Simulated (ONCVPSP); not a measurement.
## An all-electron radial function and its pseudo partner (N)

Columns: radius, all-electron u(r) and pseudo u(r) of the 2p shell (level -7.44 eV) of nitrogen in the configuration [He] 2s1.5 2p3.5; LDA (Perdew-Wang 92), scalar-relativistic, ONCV scheme, ONCVPSP 4.0.1.

```json
{"r (bohr)": "0.103", "all-electron": "0.0771", "pseudo": "0.0268"}
{"r (bohr)": "0.205", "all-electron": "0.2231", "pseudo": "0.1022"}
{"r (bohr)": "0.308", "all-electron": "0.3754", "pseudo": "0.2166"}
{"r (bohr)": "0.410", "all-electron": "0.5063", "pseudo": "0.3517"}
{"r (bohr)": "0.513", "all-electron": "0.6107", "pseudo": "0.4924"}
{"r (bohr)": "0.615", "all-electron": "0.6863", "pseudo": "0.6196"}
{"r (bohr)": "0.718", "all-electron": "0.7375", "pseudo": "0.7232"}
{"r (bohr)": "0.820", "all-electron": "0.7670", "pseudo": "0.7942"}
{"r (bohr)": "0.923", "all-electron": "0.7795", "pseudo": "0.8328"}
{"r (bohr)": "1.025", "all-electron": "0.7786", "pseudo": "0.8416"}
{"r (bohr)": "1.128", "all-electron": "0.7675", "pseudo": "0.8274"}
{"r (bohr)": "1.230", "all-electron": "0.7491", "pseudo": "0.7981"}
{"r (bohr)": "1.332", "all-electron": "0.7254", "pseudo": "0.7605"}
{"r (bohr)": "1.435", "all-electron": "0.6978", "pseudo": "0.7197"}
{"r (bohr)": "1.538", "all-electron": "0.6678", "pseudo": "0.6795"}
{"r (bohr)": "1.640", "all-electron": "0.6367", "pseudo": "0.6420"}
{"r (bohr)": "1.743", "all-electron": "0.6048", "pseudo": "0.6065"}
{"r (bohr)": "1.845", "all-electron": "0.5732", "pseudo": "0.5735"}
{"r (bohr)": "1.948", "all-electron": "0.5416", "pseudo": "0.5416"}
{"r (bohr)": "2.050", "all-electron": "0.5110", "pseudo": "0.5110"}
{"r (bohr)": "2.153", "all-electron": "0.4811", "pseudo": "0.4811"}
{"r (bohr)": "2.255", "all-electron": "0.4525", "pseudo": "0.4525"}
{"r (bohr)": "2.358", "all-electron": "0.4247", "pseudo": "0.4247"}
{"r (bohr)": "2.460", "all-electron": "0.3985", "pseudo": "0.3985"}
{"r (bohr)": "2.562", "all-electron": "0.3735", "pseudo": "0.3735"}
{"r (bohr)": "2.665", "all-electron": "0.3495", "pseudo": "0.3495"}
```

(1) How many radial nodes do the two functions have?

(2) At about which radius was the pseudo-wave matched?

(3) Is the pseudo-wave norm-conserving?

Answers

(1) The all-electron 2p function has n − l − 1 = 0; the pseudo-wave has 0.

(2) 2.05 bohr. The columns agree to 0.0005 from 1.84 bohr on; several derivatives are matched, so the curves merge somewhat inside the radius.

(3) Yes: the ONCV scheme keeps the norm inside the radius equal to the all-electron one, which fixes the energy derivative of the logarithmic derivative at the level.
